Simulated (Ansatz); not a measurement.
`FBC1(F)C=N1` + `CC(N)N` → `CC(N)BF` + `NC1(F)C=N1`  (formal exchange of groups at a B–C bond)

Program: Ansatz. Geometries: PBE0-D4/def2-TZVP. ΔE: electronic, gas phase. CCSD(T)/CBS is the MP2 limit (def2-TZVPP, def2-QZVPP) plus CCSD(T) − MP2 in def2-TZVPP, frozen cores. Functionals use def2-TZVPP. One conformer a species, not always the lowest.

```csv
level,ΔE (kJ/mol)
r2SCAN-D4,5.8
CCSD(T)/def2-TZVPP,7.1
```

(1) What does CCSD(T)/CBS give? (Best estimate.)

Largest T1 diagnostic among the species: 0.013.

Answers

(1) Computed: +7.1 kJ/mol. The listed levels differ from it by -1.3, 0.0 kJ/mol.

In def2-TZVPP, CCSD(T) changes the Hartree–Fock value by +5.7 kJ/mol (the triples alone add +1.6 kJ/mol) and MP2 by +5.9 kJ/mol. From PBE to PBE0 (25 % exact exchange), in def2-TZVPP and without D4, ΔE moves by −4.1 kJ/mol.
